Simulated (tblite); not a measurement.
Compound: C7H6ClO2P.
Z-matrix (Å and degrees, GFN2-xTB geometry), rows numbered from 1:
```
C 
O   1  1.4173
C   2  1.3431  1  116.64
O   3  1.2039  2  124.04  1    -0.01
C   3  1.4762  2  109.52  1   179.98
C   5  1.3856  3  118.56  2  -179.88
C   6  1.3825  5  122.59  3   179.95
Cl  7  1.7305  6  118.61  5   180.00
C   7  1.3911  6  123.05  5     0.02
C   9  1.3766  7  122.86  6     0.00
P  10  1.7403  9  126.52  7    -0.03
H   1  1.0922  2  110.22  3   -60.40
H   1  1.0921  2  110.23  3    59.70
H   1  1.0869  2  106.36  3   179.64
H   6  1.0819  5  117.40  3    -0.08
H   9  1.0815  7  117.91  6   179.98
H  10  1.0825  9  117.37  7  -179.99
```

Computed with GFN2-xTB (tblite): harmonic, unscaled wavenumbers at the GFN2-xTB geometry, gas phase. This tight-binding method is rough: wavenumbers can miss measured ones by several per cent, in bad cases by 10 to 20. One conformer, not necessarily the lowest.

Harmonic wavenumbers (cm⁻¹): 37.8, 44.9, 98.7, 103.2, 127.9, 191.3, 222.5, 289.5, 307.3, 324.9, 345.1, 405.1, 443.1, 553.9, 561.7, 651.5, 707.1, 784.0, 789.8, 806.9, 875.6, 883.3, 915.5, 986.3, 1073.2, 1106.7, 1124.5, 1155.0, 1175.2, 1190.4, 1245.7, 1349.0, 1365.4, 1387.4, 1440.9, 1461.9, 1473.6, 1540.1, 1759.7, 2976.3, 2987.8, 3046.1, 3050.9, 3068.7, 3068.9.

A = 1645, B = 496.4, C = 382.2 MHz; mass 187.979 u (most abundant isotopes); point group Cs, symmetry number 1.

Q: What is the zero-point energy?

A: ½Σν̃ = 24752 cm⁻¹ = 296.10 kJ/mol.

Q: What is S at 400 K and 1 bar for an ideal gas of classical rigid rotors and harmonic oscillators?

A: Translation 180.27, rotation 134.67, vibration 192.12: S = 507.1 J/(mol K).

Q: And Cp and H(400 K) − H(0)?

A: Cp = 210.24 J/(mol K), of which vibrations give 176.98 (their classical limit is 45 R = 374.2); H(400 K) − H(0) = 51.44 kJ/mol without the zero-point energy, 38.14 from vibrations.

Q: How do the functions run with temperature in this model?

A: 
```json
{"T (K)": "100", "S (J/(mol K))": "316.5", "Cp (J/(mol K))": "87.5", "H − H(0) (kJ/mol)": "6.03", "G − H(0) (kJ/mol)": "-25.62", "ln q(vib)": "2.47"}
{"T (K)": "200", "S (J/(mol K))": "391.0", "Cp (J/(mol K))": "131.4", "H − H(0) (kJ/mol)": "17.03", "G − H(0) (kJ/mol)": "-61.16", "ln q(vib)": "5.68"}
{"T (K)": "300", "S (J/(mol K))": "452.1", "Cp (J/(mol K))": "172.6", "H − H(0) (kJ/mol)": "32.25", "G − H(0) (kJ/mol)": "-103.38", "ln q(vib)": "8.72"}
{"T (K)": "500", "S (J/(mol K))": "557.5", "Cp (J/(mol K))": "241.5", "H − H(0) (kJ/mol)": "74.08", "G − H(0) (kJ/mol)": "-204.65", "ln q(vib)": "14.46"}
{"T (K)": "800", "S (J/(mol K))": "685.8", "Cp (J/(mol K))": "303.0", "H − H(0) (kJ/mol)": "156.75", "G − H(0) (kJ/mol)": "-391.92", "ln q(vib)": "22.27"}
{"T (K)": "1000", "S (J/(mol K))": "756.3", "Cp (J/(mol K))": "327.7", "H − H(0) (kJ/mol)": "219.97", "G − H(0) (kJ/mol)": "-536.30", "ln q(vib)": "26.96"}
```

q(vib) and H(0) count from the zero-point level.

Q: What must be added to the electronic energy to get the Gibbs energy at 400 K and 1 bar?

A: ZPE + [H(400 K) − H(0)] − T·S = 296.10 + 51.44 − 202.82 = 144.72 kJ/mol.

Hindered rotation and anharmonicity are outside this model. Other conformers, if any are populated, would add a mixing term that is left out.
